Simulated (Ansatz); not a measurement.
Z-matrix (Å, degrees):
```
Si
Si 1 2.346
O 1 1.647 2 109.2
N 1 1.707 2 106.9 3 -125.6
H 1 1.483 2 113.7 3 117.1
H 2 1.488 1 110.5 3 -161.3
H 2 1.488 1 111.6 3 -40.3
H 2 1.491 1 109.9 3 79.5
Si 3 1.633 1 144.0 2 -43.8
H 4 1.006 1 122.1 2 43.0
H 4 1.007 1 121.9 2 -161.9
H 9 1.483 3 108.9 1 150.4
H 9 1.486 3 110.3 1 -89.7
H 9 1.489 3 110.2 1 30.4
```

Total charge 0; spin multiplicity 1.

Question: List the PBE0/def2-TZVPP orbital energies in eV (Ansatz 0.2.0). (An estimate is asked.)

Answer: Ansatz gave: Occupied: -1803.16, -1803.03, -1802.25, -522.62, -391.01, -145.35, -145.27, -144.64, -100.03, -100.01, -99.99, -99.97, -99.92, -99.91, -99.29, -99.29, -99.28, -27.80, -23.93, -16.48, -15.20, -14.08, -13.82, -12.51, -11.53, -11.33, -10.24, -9.72, -9.67, -9.29, -8.96, -7.99, -7.70. Lowest empty: -0.17, 0.22, 0.86, 1.10, 1.35, 1.58, 1.81, 1.88.
